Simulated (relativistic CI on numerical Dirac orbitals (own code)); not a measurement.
**d1 to d9 in one octahedral field**

Computed with a parametric ligand-field model without spin-orbit coupling, by exact diagonalisation: B = 620, C = 2540, 10Dq = 23900 cm⁻¹ (Oh; |10Dq|/B = 38.5) for every shell. Energies in cm⁻¹; the field energy is (0.6 n_e − 0.4 n_t2) × 10Dq of the ground term; g labels are left out.

| Shell | Ground term | Electrons in e | Field energy | First spin-allowed bands | Lowest term of other spin |
| --- | --- | --- | --- | --- | --- |
| d1 | 2T2 | 0.000 | -9560 | 2E 23900 |  |
| d2 | 3T1 | 0.015 | -18757 | 3T2 22502, 3T1 30404 | 1T2 9066 |
| d3 | 4A2 | 0.000 | -28680 | 4T2 23900, 4T1 30613 | 2E 12388 |
| d4 | 3T1 | 0.023 | -37689 | 3E 21555, 3T1 22188 | 1T2 7506 |
| d5 | 2T2 | 0.042 | -46788 | 2A2 20735, 2T1 20956 | 4T1 11841 |
| d6 | ? | ? | ? | ? | ? |
| d7 | 2E | 1.022 | -42490 | 2T1 22013, 2T2 22600 | 4T1 11524 |
| d8 | 3A2 | 2.000 | -28680 | 3T2 23900, 3T1 30613 | 1E 9945 |
| d9 | 2E | 3.000 | -14340 | 2T2 23900 |  |

Q: Fill in the row of d6.

A: Ground term: 1A1; Electrons in e: 0.031; Field energy: -56609; First spin-allowed bands: 1T1 22162, 1T2 30617; Lowest term of other spin: 3T1 16728. Low spin: d4, d5, d6, d7; the other shells keep the spin of the free ion. Only d4 to d7 can choose; the field needed to pair spins is smallest for d6 and largest for d5, which loses most exchange energy. In the strong-field picture 10Dq must exceed about 6B + 5C = 16420 (d4), 7.5B + 5C = 17350 (d5), 2.5B + 4C = 11710 (d6) and 4B + 4C = 12640 (d7); mixing of terms shifts these bounds somewhat.
